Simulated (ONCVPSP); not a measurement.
u(r) = r·R(r): atom against pseudo-atom (manganese (Mn))

Columns: radius, all-electron u(r) and pseudo u(r) of the 3s shell (level -85.88 eV) of manganese in the configuration [Ne] 3s2 3p6 3d5 4s2; PBE, scalar-relativistic, ONCV scheme, ONCVPSP 4.0.1.

| r (bohr) | all-electron | pseudo |
| --- | --- | --- |
| 0.072 | 0.0770 | 0.1445 |
| 0.145 | -0.5340 | 0.2915 |
| 0.217 | -0.6121 | 0.4364 |
| 0.290 | -0.3112 | 0.5811 |
| 0.362 | 0.1142 | 0.7177 |
| 0.435 | 0.5229 | 0.8442 |
| 0.507 | 0.8386 | 0.9512 |
| 0.580 | 1.0533 | 1.0354 |
| 0.652 | 1.1699 | 1.0901 |
| 0.725 | 1.2104 | 1.1144 |
| 0.798 | 1.1936 | 1.1079 |
| 0.870 | 1.1387 | 1.0738 |
| 0.942 | 1.0605 | 1.0174 |
| 1.015 | 0.9685 | 0.9434 |
| 1.088 | 0.8718 | 0.8591 |
| 1.160 | 0.7772 | 0.7717 |
| 1.232 | 0.6867 | 0.6848 |
| 1.305 | 0.6012 | 0.6008 |
| 1.378 | 0.5232 | 0.5230 |
| 1.450 | 0.4539 | 0.4538 |
| 1.522 | 0.3921 | 0.3921 |
| 1.595 | 0.3369 | 0.3368 |
| 1.668 | 0.2885 | 0.2885 |
| 1.740 | 0.2470 | 0.2470 |
| 1.812 | 0.2110 | 0.2110 |
| 1.885 | 0.1795 | 0.1795 |

Problem. How many radial nodes do the two functions have?

Solution. The all-electron 3s function has n − l − 1 = 2; the pseudo-wave has 0, since the states of the same l below it are removed with the core.

Problem. At about which radius was the pseudo-wave matched?

Solution. 1.45 bohr. The columns agree to 0.0005 from 1.30 bohr on; several derivatives are matched, so the curves merge somewhat inside the radius.

Problem. Where does each function peak?

Solution. Outermost all-electron maximum near 0.72 bohr, pseudo maximum near 0.72 bohr (to the table’s step).

Problem. Is the pseudo-wave norm-conserving?

Solution. Yes: the ONCV scheme keeps the norm inside the radius equal to the all-electron one, which fixes the energy derivative of the logarithmic derivative at the level.
